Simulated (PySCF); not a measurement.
Simulated C 1s region for `C=NC[C@@H]1CC[C@@H]1F`, binding energy against the vacuum level.

Every computed line was given a Gaussian of 0.4 eV full width at half maximum and an area set by the number of equivalent atoms; the highest printed point is 100. Method used: delta-SCF UKS SCAN, pcX-2 on the ionised atom, pcseg-1 elsewhere, spin-free X2C in PySCF 2.14.0.

binding energy (eV), intensity and a bar:
```
    289.8          0 
    289.9          1 
    290.0          6 ##
    290.1         19 ######
    290.2         45 ##############
    290.3         78 #######################
    290.4        100 ##############################
    290.5         96 #############################
    290.6         69 #####################
    290.7         38 ###########
    290.8         16 #####
    290.9          6 ##
    291.0          5 ##
    291.1         13 ####
    291.2         30 #########
    291.3         51 ###############
    291.4         66 ####################
    291.5         64 ###################
    291.6         48 ##############
    291.7         27 ########
    291.8         11 ###
    291.9          3 #
    292.0          1 
    292.1          2 #
    292.2          7 ##
    292.3         16 #####
    292.4         29 #########
    292.5         37 ###########
    292.6         33 ##########
    292.7         21 ######
    292.8          9 ###
    292.9          3 #
    293.0          1 
    293.1          0
```

Problem. Count the maxima, the lines and the sites behind this envelope.

Solution. The curve has 3 maxima (at 290.4, 291.4 and 292.5 eV). Under it lie 6 lines from 6 inequivalent carbon sites. At this width some lines have no maximum of their own.

Problem. Decompose the envelope and assign each component. Numbering: `[CH2:1]=[N:2][CH2:3][C@@H:4]1[CH2:5][CH2:6][C@@H:7]1[F:8]`.

Solution. 
```json
{"position (eV)": "290.37", "relative area": "1", "line": "C 1s", "atoms": "C6", "environment": "four-membered-ring carbon"}
{"position (eV)": "290.41", "relative area": "1", "line": "C 1s", "atoms": "C5", "environment": "four-membered-ring carbon"}
{"position (eV)": "290.54", "relative area": "1", "line": "C 1s", "atoms": "C4", "environment": "four-membered-ring carbon"}
{"position (eV)": "291.37", "relative area": "1", "line": "C 1s", "atoms": "C3", "environment": "sp3 carbon bound to nitrogen"}
{"position (eV)": "291.52", "relative area": "1", "line": "C 1s", "atoms": "C1", "environment": "imine carbon"}
{"position (eV)": "292.52", "relative area": "1", "line": "C 1s", "atoms": "C7", "environment": "sp3 C–F carbon"}
```

Problem. What are the centre and the root-mean-square width of the whole band?

Solution. The area-weighted mean of the lines is 291.12 eV. Their own spread about it is 0.77 eV (rms) and each Gaussian has σ = 0.4/2.355 = 0.17 eV; the variances add, which gives 0.79 eV.

Lowest listed C 1s: C6, bonded to 2 C and 2 H. Highest, 2.15 eV above it: C7, bonded to F, 2 C and H. The widest gap between neighbouring values is 1.00 eV, between 291.52 and 292.52 eV. The values 290.37 and 290.41 eV lie too close for their order to be trusted.

No satellites, vibrations or lifetime broadening are included. Geometry: PBE0-D3(BJ)/def2-SVP, one conformer, isolated molecule.

The values belong to the conformer `[CH2:1]=[N:2][CH2:3][C@@H:4]1[CH2:5][CH2:6][C@@H:7]1[F:8]`: C1–N2–C3–C4 129°, N2–C3–C4–C5 40°.
